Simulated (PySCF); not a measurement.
**Ionisation energy of W⁴⁵⁺ by level of theory**

W⁴⁵⁺ [Ar] 3d10 4s1 [4s1/2^1, M_J = 1/2] → W⁴⁶⁺ [Ar] 3d10, as a difference of total energies. All numbers are calculated (PySCF 2.14, the two-component X2C-1e Hamiltonian, in an even-tempered Gaussian basis (16 s from 6 bohr⁻², ratio 2.8; 13 p from 7.8 bohr⁻², ratio 2.8; 8 d from 14 bohr⁻², ratio 2.8; 4 f from 31 bohr⁻², ratio 3)). Correlated levels: [Ne] frozen; the 72 highest virtual spinors dropped. "Screened" scales the spin-orbit matrix elements by Boettger's factors to mimic the two-electron term; Breit and QED terms are absent.

```tsv
method	ionisation energy (eV)
GHF (spin-free)	2397.4
GMP2 (spin-free)	2398.6
GHF (screened spin-orbit)	2397.1
GMP2 (screened spin-orbit)	2398.3
```

Breit and QED terms and the two-electron picture change are absent.

For comparison: 2414.1 ± 0.4 eV (semi-empirical (NIST evaluation); NIST Atomic Spectra Database, ionization energies).
